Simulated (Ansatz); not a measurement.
Reaction (ligand exchange at the Si–C bond): `C=N[SiH2]CF` + H₂Te → `C=N[SiH2][TeH]` + `CF`

Isolated molecules relaxed with PBE0-D4/def2-TZVP in Ansatz; ΔE leaves out vibrations. CCSD(T)/CBS adds triple-zeta CCSD(T) − MP2 to the extrapolated MP2 energy (def2 sets, frozen cores). This one scheme is used for every species. DFT in def2-TZVPP. def2 core potentials past Kr. For Te outer-core shells are correlated without core-valence functions, which leaves a few kJ/mol of doubt a bond. One conformer a species, not always the lowest.

```json
{"level": "r2SCAN-D4", "ΔE (kJ/mol)": "-89.0", "difference from CCSD(T)/CBS": "3.4"}
{"level": "B2PLYP", "ΔE (kJ/mol)": "-86.4", "difference from CCSD(T)/CBS": "6.0"}
{"level": "PBE", "ΔE (kJ/mol)": "-88.2", "difference from CCSD(T)/CBS": "4.2"}
{"level": "PBE0", "ΔE (kJ/mol)": "-90.1", "difference from CCSD(T)/CBS": "2.3"}
{"level": "HF/def2-TZVPP", "ΔE (kJ/mol)": "-82.6", "difference from CCSD(T)/CBS": "9.8"}
{"level": "MP2/def2-TZVPP", "ΔE (kJ/mol)": "-96.3", "difference from CCSD(T)/CBS": "-3.9"}
{"level": "SCS-MP2/def2-TZVPP", "ΔE (kJ/mol)": "-89.9", "difference from CCSD(T)/CBS": "2.5"}
{"level": "CCSD/def2-TZVPP", "ΔE (kJ/mol)": "-83.2", "difference from CCSD(T)/CBS": "9.2"}
{"level": "HF/def2-QZVPP", "ΔE (kJ/mol)": "-82.5", "difference from CCSD(T)/CBS": "9.9"}
{"level": "MP2/CBS(def2)", "ΔE (kJ/mol)": "-103.4", "difference from CCSD(T)/CBS": "-11.0"}
{"level": "CCSD(T)/CBS", "ΔE (kJ/mol)": "-92.4", "difference from CCSD(T)/CBS": "0"}
```

Largest T1 diagnostic among the species: 0.013.

The D4 term adds −5.1 kJ/mol with B3LYP and −2.7 kJ/mol with PBE0; it sums over pairs of atoms, weighted by their polarisabilities, and B3LYP, whose exchange is more repulsive, gets the larger term.

CCSD(T)/CBS has its own doubt, a few kJ/mol and more with outer-core shells, so smaller differences from it don't rank the levels.

B3LYP here is the variant with VWN-RPA as its local correlation; programs differ in this.
